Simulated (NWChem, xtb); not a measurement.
InH2Cl (SMILES [H][In]([H])[Cl]): the dipole moment, rung by rung

InH2Cl has 4 atoms, charge 0, and is taken as a singlet. As SMILES, `[H][In]([H])[Cl]`. The shape comes from GFN2-xTB, which is rough for such elements, and wasn't checked as a minimum.

Each level gives the dipole moment (D). The values are calculated.

```csv
level,kind,program,value (D),CPU time
GFN2-xTB,semi-empirical,xtb,1.26,under 2 s
GFN0-xTB,semi-empirical,xtb,0.93,under 2 s
GFN1-xTB,semi-empirical,xtb,3.10,under 2 s
HF/STO-3G,Hartree–Fock,NWChem,2.76,3.5 s
HF/3-21G,Hartree–Fock,NWChem,2.91,4.5 s
HF/def2-SVP (core potential),Hartree–Fock,NWChem,1.94,7 s
PBE/def2-TZVP (core potential),GGA,NWChem,1.72,28 s
TPSS/def2-SVP (core potential),meta-GGA,NWChem,1.61,17 s
B3LYP/def2-TZVP (core potential),global hybrid,NWChem,1.80,25 s
revPBE0/cc-pVTZ/cc-pVTZ-PP (core potential),global hybrid,NWChem,1.83,1.9 min
```

All-electron rows without a relativistic Hamiltonian named are non-relativistic, while core potentials hold scalar relativity, so basis and relativity change together. The values span 0.93 to 3.10 D. Magnitudes only. Sets without polarisation functions give poor dipoles. Without the sets that lack polarisation functions the rows with a basis span only 1.61 to 1.94 D. CPU times are rough (shared hosts, several kinds of processor and program).
